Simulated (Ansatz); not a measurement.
Consider the cleavage of the Sn–Al bond: `[CH3][SnH]([OH])[AlH2]` + HBr → `[CH3][SnH]([OH])[Br]` + `[AlH3]`.

Isolated molecules relaxed with PBE0-D4/def2-TZVP in Ansatz; ΔE leaves out vibrations. CCSD(T)/CBS adds triple-zeta CCSD(T) − MP2 to the extrapolated MP2 energy (def2 sets, frozen cores). This one scheme is used for every species. Functionals use def2-TZVPP. def2 core potentials past Kr. For Br, Sn outer-core shells are correlated without core-valence functions, which leaves a few kJ/mol of doubt a bond. Scalar relativity is left out up to krypton. Each species was taken in one conformer, which may not be the lowest.

```json
{"level": "ωB97X-V", "ΔE (eV)": "-0.89"}
{"level": "ωB97M-V", "ΔE (eV)": "-0.89"}
{"level": "MP2/def2-QZVPP", "ΔE (eV)": "-0.91"}
{"level": "MP2/CBS(def2)", "ΔE (eV)": "-0.93"}
```

Task: What does CCSD(T)/CBS give? (An estimate is asked.)

Result: Ansatz gave: -0.86 eV. The listed levels differ from it by -0.03, -0.03, -0.05, -0.07 eV.

Largest T1 diagnostic among the species: 0.013.

From PBE to PBE0 (25 % exact exchange), in def2-TZVPP and without D4, ΔE moves by −0.06 eV. In def2-TZVPP, CCSD(T) changes the Hartree–Fock value by +0.27 eV (the triples alone add +0.02 eV) and MP2 by +0.20 eV.
